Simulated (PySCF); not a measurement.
Calculation: ωB97X-D3(BJ)/def2-TZVP // PBE0-D3(BJ)/def2-TZVP (PySCF). Isolated molecules, 0 K electronic values unless said otherwise. Excitations are Tamm–Dancoff values on a coarser integration grid. The basis has no diffuse functions, so Rydberg states are missing or too high.

Reference species (SMILES): `C1[SiH2]C1` (neutral, multiplicity 1).

```json
{
 "S1 excitation (TDA)": "6.87 eV",
 "S1–T1 gap (TDA)": "1.53 eV",
 "brightest of the four lowest singlets (TDA)": "6.87 eV",
 "dipole_moment": "0.01 D"
}
```

Changed species: `[SiH](=C)C`.

Problem. Predict the effect on the S1 excitation (TDA), S1–T1 gap (TDA), brightest of the four lowest singlets (TDA) and dipole moment.

Solution. the S1 excitation (TDA) drops by 1.13 eV, to 5.74 eV; the S1–T1 gap (TDA) rises by 1.11 eV, to 2.64 eV; the brightest of the four lowest singlets (TDA) drops by 1.13 eV, to 5.74 eV; the dipole moment increases by 1.82 D, to 1.83 D.
